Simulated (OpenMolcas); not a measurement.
V3+ among 4 point charges of -2 e arranged as a tetrahedron (Td), 1.9 Å from the ion.
```
   1.0970    1.0970    1.0970  -2.00
   1.0970   -1.0970   -1.0970  -2.00
  -1.0970    1.0970   -1.0970  -2.00
  -1.0970   -1.0970    1.0970  -2.00
```

* Program: OpenMolcas
* Method: CASSCF
* Basis: ANO-RCC-VDZP [5s4p2d1f]
* Scalar Hamiltonian: DKH2, point nucleus
* Active space: 2 electrons in 5 orbitals (3d)
* State averaging: 2S+1 = 3 even, 10 roots; 2S+1 = 1 even, 15 roots
* Spin-orbit coupling: RASSI with atomic mean-field integrals over the reference wave functions

What is the spin-free ground state (labels of Td)?

3A2, 1-fold in its orbital part, 100 % from free-ion F terms; it has the highest spin that d2 allows.

Where is the first state of the same spin?

3T2 at 2630 cm-1 above the ground state.

What are the lowest two levels with spin-orbit coupling?

A 3-fold level T2, then a 1-fold level A2 2563 cm-1 above it. Their leading multiplicities are 3 (100 %) and 3 (100 %).

What is χT at 300 K, and how does it compare with the textbook value?

The lowest level has 2S+1 = 3, for which the spin-only value is χT = S(S+1) / 2 = 1.000 cm3 K/mol (g = 2). The computed 0.928 at 300 K differs by -0.072, through orbital momentum, spin-orbit coupling and any other state in reach.

Which ligand-field parameters describe the states?

A least-squares ligand-field fit to the states below 45000 cm-1, each weighted by its degeneracy and with a free common offset, gives 10Dq = -2685 cm-1 (negative for this site), B = 1065 cm-1 and C = 3988 cm-1 (C/B = 3.74), with an rms deviation of 81 cm-1. 

Without dynamic correlation the repulsion within the d shell is too large (B by tens of per cent), so at a given field states of lower spin stand too high. The ground term spreads over less than 5000 cm-1, several times less than with real ligands, so orbital moments are less quenched and χT lies further from the spin-only value than at real sites. Point charges carry no covalency, so the field is a model and not that of real ligands. No measured value stands beside these numbers.
